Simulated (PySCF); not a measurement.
C2H7AlFN, SMILES C[NH][Al]([CH3])[F]. Atoms are numbered in the order given.

```xyz
12

Al    -0.1024    -0.5263     0.0000
F     -1.3565    -1.6527     0.0000
C      1.7577    -1.1109     0.0000
H      2.4702    -0.2612     0.0000
H      1.9745    -1.7361     0.8912
H      1.9745    -1.7361    -0.8912
N     -0.6191     1.1815     0.0000
C      0.1985     2.3816     0.0000
H     -1.6214     1.3943     0.0000
H      0.0311     3.0238    -0.8962
H      0.0311     3.0238     0.8962
H      1.2755     2.1131     0.0000
```
Charge 0, spin multiplicity 1.

The structure is a stationary point at PBE-D3(BJ)/def2-SVP. The values are those of a single conformer.

Computed with PBE-D3(BJ)/def2-SVP (PySCF).

Frequencies are harmonic and unscaled.

| mode | ν (cm⁻¹) | IR (km/mol) | moving atoms (share of kinetic energy) |
|---|---|---|---|
| 1 | 63 | 0.1 | H 98 % |
| 2 | 118 | 0.1 | N 35 %, H 31 %, C 17 %, F 15 % |
| 3 | 122 | 0.9 | C 54 %, H 29 %, Al 9 % |
| 4 | 162 | 0.1 | H 89 % |
| 5 | 194 | 12.7 | F 43 %, H 18 %, C 15 %, Al 14 %, N 9 % |
| 6 | 217 | 18.0 | Al 54 %, H 21 %, N 11 %, F 10 % |
| 7 | 300 | 10.7 | N 29 %, C 25 %, H 18 %, F 17 %, Al 11 % |
| 8 | 532 | 118.7 | H 86 %, N 12 % |
| 9 | 555 | 1.1 | C 48 %, N 18 %, H 18 %, F 13 % |
| 10 | 644 | 25.5 | H 76 %, C 18 % |
| 11 | 663 | 22.1 | H 71 %, C 20 % |
| 12 | 759 | 125.3 | Al 49 %, N 19 %, C 16 %, H 14 % |
| 13 | 855 | 111.3 | Al 49 %, F 42 % |
| 14 | 1042 | 21.4 | H 85 %, C 11 % |
| 15 | 1099 | 0.3 | H 75 %, C 19 % |
| 16 | 1139 | 91.5 | N 44 %, C 35 %, H 19 % |
| 17 | 1170 | 27.1 | H 78 %, C 21 % |
| 18 | 1339 | 41.9 | H 66 %, N 22 %, C 11 % |
| 19 | 1378 | 1.1 | H 95 % |
| 20 | 1378 | 2.5 | H 95 % |
| 21 | 1402 | 18.7 | H 86 %, C 14 % |
| 22 | 1412 | 1.2 | H 97 % |
| 23 | 1447 | 3.0 | H 96 % |
| 24 | 2911 | 111.0 | H 97 % |
| 25 | 2963 | 42.9 | H 90 %, C 10 % |
| 26 | 2973 | 1.6 | H 97 % |
| 27 | 3031 | 23.5 | H 91 %, C 9 % |
| 28 | 3066 | 2.1 | H 91 %, C 9 % |
| 29 | 3077 | 5.2 | H 91 %, C 9 % |
| 30 | 3494 | 12.4 | H 93 % |
